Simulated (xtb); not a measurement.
H6OW, SMILES [OH][WH5], multiplicity 1. All values are semi-empirical tight-binding results from xtb (GFN2-xTB unless named), good for trends rather than for accurate numbers. Coordinates come from a GFN2-xTB optimisation. The spin state was assumed, not searched. The structure was generated by enumeration; whether it is a known compound was not checked.

For metal compounds this method's bond lengths and energies can be far off.

Q: Estimate the properties. (Estimate from the structure and the level; the computed values follow.)

A: 
The point group as xtb finds it comes out as C4v. The orbital gap comes out as 4.32 eV. The zero-point energy is 26.4 kcal/mol. The G − E(el) at 298.15 K (modified RRHO) comes out as 9.8 kcal/mol.
